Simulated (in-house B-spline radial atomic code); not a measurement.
## Solving the quasi-particle equation for 2p of Al³⁺

Configuration [He] 2s2 2p6, start r2SCAN, empty levels kept to 10666.7 hartree. Computed with an all-electron radial atomic-structure program (B-spline basis): all electrons, non-relativistic, point nucleus, each spin shell either full or empty, empty states to l = 9 with an (l + 1/2)⁻⁴ tail; G0W0 by contour deformation at full frequency.

At the mean-field level ε = -105.736 eV the matrix elements are Σx = -60.382 eV, v_xc = -44.286 eV and Σc(ε) = 1.605 eV, and the slope of the correlation self-energy is dΣc/dω = -0.0355. The quasi-particle energy solves E = ε + Σx − v_xc + Σc(E).

Problem. What does the linearised equation give?

Solution. Z = 1/(1 − dΣc/dω) = 1/1.0355 = 0.9657. The first-order shift is Σx − v_xc + Σc(ε) = -60.382 − (-44.286) + (1.605) = -14.491 eV, so E ≈ ε + Z × shift = -105.736 + 0.9657 × (-14.491) = -119.730 eV.

Problem. How does that compare with the full solution and with static screening?

Solution. Solving the equation at full frequency dependence gives E = -119.685 eV, where Σc = 2.147 eV and the weight is 0.959; the linearised value is off by 45 meV. Leaving Z out would give -120.227 eV. Static COHSEX puts -2.122 eV in place of Σc and gives -123.954 eV, 4.27 eV deeper. The tabulated removal energy is 119.992 ± 0.0019 eV (NIST, measured); the run leaves out relativity, Breit and QED terms.
